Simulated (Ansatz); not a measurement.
Species: C3H2F3, charge 0, multiplicity 2. It need not be the lowest isomer of its formula. SMILES: F/C=C/[C](F)F
Structure (B3LYP-D3(BJ)/def2-TZVP (Ansatz, a program for electronic structure) minimum search):
```xyz
8

F      2.6351     0.2689     0.1448
C      1.4143    -0.2910     0.2132
C      0.3158     0.4721    -0.1195
C     -0.9717     0.0287    -0.0932
F     -2.0194     0.7677    -0.4139
F     -1.3311    -1.1963     0.2567
H      1.4193    -1.3207     0.5339
H      0.4679     1.4985    -0.4256
```
Charge 0, spin multiplicity 2.

Parts of the frozen-core correlation energy in STO-3G (Ansatz, hartree). Frozen orbitals: 6; correlated occupied orbitals by spin: 18 and 17; virtual: 8 and 9. UHF or UKS for open shells. No spin-orbit coupling. No relativistic terms.

```json
[
 {"term": "reference (HF)", "value": "-407.42890"},
 {"term": "MP2 opposite-spin", "value": "[?]"},
 {"term": "MP2 same-spin", "value": "-0.03219"},
 {"term": "CCSD correlation", "value": "[?]"},
 {"term": "(T)", "value": "[?]"},
 {"term": "T1 diagnostic", "value": "0.024"},
 {"term": "largest doubles amplitude", "value": "0.150"},
 {"term": "<S^2> of the reference", "value": "1.009"}
]
```

Question: Complete the blanks.

Answer: 
- MP2 opposite-spin, value: -0.14418
- CCSD correlation, value: -0.23886
- (T), value: -0.00678
